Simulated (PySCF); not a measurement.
Species: C3H6FSi2 (doublet state).
Cartesian coordinates in Å at the GFN2-xTB level; atoms count from 1:
```
atom  x, y, z in Å
C1     2.816   -1.141    0.328
C2     2.054   -0.230    0.135
Si3    0.857    1.160   -0.131
C4    -0.838    0.570    0.436
F5    -1.203    1.003    1.671
Si6   -2.081   -0.585   -0.365
H7     3.488   -1.934    0.490
H8     1.273    2.307    0.678
H9     0.789    1.448   -1.567
H10   -3.379    0.090   -0.461
H11   -2.239   -1.796    0.447
H12   -1.537   -0.893   -1.686
```

The hyperfine couplings belong to this conformer and change with its torsions.

Identity: `[C](F)([SiH2]C#C)[SiH3]` [radical].

Method used: PySCF, UKS B3LYP, pcH-1 on C F H Si, non-relativistic, mean-field spin-orbit, GIAO. Geometry: GFN2-xTB, one conformer, isolated molecule. Couplings are sensitive to structure, and on GFN2-xTB geometries they can be far from those on DFT ones. No stability test was run, so a lower SCF solution isn't excluded.

Where do the isotropic ENDOR lines of F5, H10/H11/H12 and H8/H9 fall at 1217.0 mT, to first order?

ν± = |νn ± a/2|, one line for each electron-spin manifold; νn = |g_N| × 7.62259 MHz/T × B.

```json
{"nuclei": "F5", "isotope": "19F", "g_N": "5.2577", "νn (MHz)": "48.77", "a_iso (MHz)": "150.49", "lower line (MHz)": "26.47", "upper line (MHz)": "124.02"}
{"nuclei": "H10/H11/H12", "isotope": "1H", "g_N": "5.5857", "νn (MHz)": "51.82", "a_iso (MHz)": "35.04", "lower line (MHz)": "34.30", "upper line (MHz)": "69.34"}
{"nuclei": "H8/H9", "isotope": "1H", "g_N": "5.5857", "νn (MHz)": "51.82", "a_iso (MHz)": "12.17", "lower line (MHz)": "45.73", "upper line (MHz)": "57.90"}
```

Which pairs are centred on the nuclear Larmor frequency, and which on half the coupling?

Centred on νn, since |a| < 2νn: H10/H11/H12 and H8/H9. Centred on |a|/2 and split by 2νn: F5.

At what field would the lower line of H8/H9 fall to zero frequency?

Where νn = |a|/2, that is B = 6.09 MHz/(5.5857 × 7.62259 MHz/T) = 143 mT, as far as first order holds there.

Nuclei that the bonding pattern makes equivalent are averaged, as if the motion that swaps them (rotation, inversion, ring flip) were fast. The three 1H nuclei of mean +35.0 MHz run from -3.5 to 57.0 MHz in the frozen geometry. The 1H value of +12.2 MHz is a mean of couplings from 2.8 to 21.5 MHz in this one geometry, not an average over conformers.
